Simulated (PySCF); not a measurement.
Geometries of 2 isomers of C3H8GeO2, from PBE0-D3(BJ)/def2-SVP geometry optimisation, gas phase (PySCF 2.14.0). One conformer each, no zero-point energy, no frequencies.

Question: Which isomer lies lower at this level?
A.
```xyz
14
angstrom
C     -2.351    0.630   -0.019
C     -0.860    0.602    0.160
O     -0.264    1.462    0.769
C     -0.102   -0.551   -0.458
O      1.261   -0.509   -0.313
Ge     2.278    0.670    0.601
H     -2.800   -0.331    0.273
H     -2.596    0.793   -1.081
H     -2.779    1.443    0.580
H     -0.385   -0.585   -1.532
H     -0.525   -1.480   -0.018
H      1.990    0.660    2.112
H      3.653    0.013    0.348
H      2.276    2.077   -0.018
```
B.
```xyz
14
angstrom
Ge     0.690    1.161    0.474
H      0.626    1.128    2.007
H      2.123    1.092   -0.068
C     -0.336    2.616   -0.291
H      0.066    3.585    0.041
H     -1.386    2.543    0.026
H     -0.294    2.574   -1.388
O     -0.233   -0.302   -0.166
C      0.254   -1.479    0.210
C     -0.535   -2.638   -0.326
O      1.233   -1.580    0.913
H     -0.074   -3.582   -0.013
H     -0.582   -2.581   -1.423
H     -1.569   -2.582    0.045
```

Answer: B. That is GeH2Me(OAc), `[CH3][GeH2][O]C(=O)C`, 31.8 kcal/mol below the other.

```
                      SMILES                   atoms numbered as above       E (Eh)  relative (kcal/mol)  relative (kJ/mol)  dipole (D)
[H][Ge]([H])([CH3])[O]C(C)=O                                         –  -2345.61384                  0.0                0.0        2.33
            CC(=O)C[O][GeH3]  [CH3:1][C:2](=[O:3])[CH2:4][O:5][GeH3:6]  -2345.56317                 31.8              133.0        3.11
```
